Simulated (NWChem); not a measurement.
[Cl][GeH2][Cl] (GeH₂Cl₂), optimised at PBE-D3(BJ)/def2-SVP with NWChem:

| Property | Value |
|---|---|
| highest occupied level (eV) | -7.43 |
| orbital gap (eV) | 5.80 |
| dipole (D) | 1.85 |
| highest harmonic frequency (cm⁻¹) | 2124 |
| zero-point energy (kcal/mol) | 11.3 |

This build's default masses of Se (78.918 u) and Br (79.917 u) are each other's, which moves their modes by up to 0.6 %.

Problem. One H atom is replaced by Br, giving [GeH]([Cl])([Br])[Cl] (GeHBrCl2), optimised at the same level. How do these values move?

Solution. 
```csv
quantity,new value,change
highest occupied level (eV),-7.42,+0.01
orbital gap (eV),4.76,-1.04
dipole (D),1.32,-0.53
highest harmonic frequency (cm⁻¹),2118,-6
zero-point energy (kcal/mol),7.1,-4.2
```
